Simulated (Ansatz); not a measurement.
A run for Ansatz (a quantum-chemistry and plane-wave program): U-CCSD(T)/def2-SVP on CdH2Se (SMILES [SeH][CdH]), a point of a bond scan (R = 2.007 Å). Elements past Kr take the def2 small-core potentials; no spin–orbit coupling. The run froze 18 orbitals, filled d shells among them.

Ansatz 0.2 input:
```yaml
crystal:
  periodic: [false, false, false]
  atoms:
    - {symbol: Cd, position_ang: [-0.57782857, -0.43492185, -0.71648612]}
    - {symbol: H, position_ang: [-1.71670871, -1.29949592, -2.12536614]}
    - {symbol: Se, position_ang: [0.83268525, 0.66552990, 1.01516222]}
    - {symbol: H, position_ang: [0.95136823, -0.59636766, 1.76637103]}
basis:
  gaussian:
    orbitals: def2-SVP
correlation: {method: ccsd_t, electrons: outside_noble_gas}
scf: {omitted_lower_state_checks: [cluster_reference]}
magnetization: {spin_polarized: true, initial_magnetization: 0}
```

It printed:

```
WARN ansatz: RAYON_NUM_THREADS=1 ignored (pool sized by the plan → 1); use --threads N
Functional definition: HF
these checks for a lower state are left out or cut short: cluster_reference
integrals: 0.08 GiB planned
739 factors; integrals over basis functions are off by at most 1.0e-3 eV
mean field: 0.35 GiB planned
mean field evaluation 1: about -69865.3213 eV, gradient 9.6e0 eV
mean field evaluation 2: about -69865.4683 eV, gradient 9.8e0 eV
mean field evaluation 4: about -69866.3842 eV, gradient 1.3e0 eV
mean field evaluation 8: about -69866.4012 eV, gradient 7.7e-5 eV
mean field -69866.40120761 eV, -2567.5428872319 hartree, gradient 1.2e-6 eV, S^2 0.000000; 0 other end points of the search recorded, 0 dependent functions left out
18 core orbitals not correlated
reference -69866.40120761 eV, -2567.5428872319 hartree; 10, 10 occupied and 45, 45 virtual orbitals, 739 factors
second order -11.04311534 eV of doubles, -0.00000000 eV of singles
coupled cluster: 0.22 GiB planned
cycle   1  -11.10154364 eV  change   -5.8e-2 eV  update   8.1e-2
cycle   2  -11.36731945 eV  change   -2.7e-1 eV  update   2.9e-2
cycle   3  -11.42172705 eV  change   -5.4e-2 eV  update   1.5e-2
cycle   4  -11.41390460 eV  change    7.8e-3 eV  update   4.5e-3
cycle   5  -11.41330890 eV  change    6.0e-4 eV  update   1.6e-3
cycle   6  -11.41355379 eV  change   -2.4e-4 eV  update   5.1e-4
cycle   7  -11.41342185 eV  change    1.3e-4 eV  update   1.3e-4
cycle   8  -11.41346852 eV  change   -4.7e-5 eV  update   4.1e-5
cycle   9  -11.41348740 eV  change   -1.9e-5 eV  update   1.5e-5
perturbative correction -0.27008915 eV, -0.0099255934 hartree
Total energy: -69878.08478416 eV, -2567.9722507510 hartree
Checks for a lower state left out: cluster_reference
```

Self-consistency was reached.

Cost: around 8 core-seconds (rough).
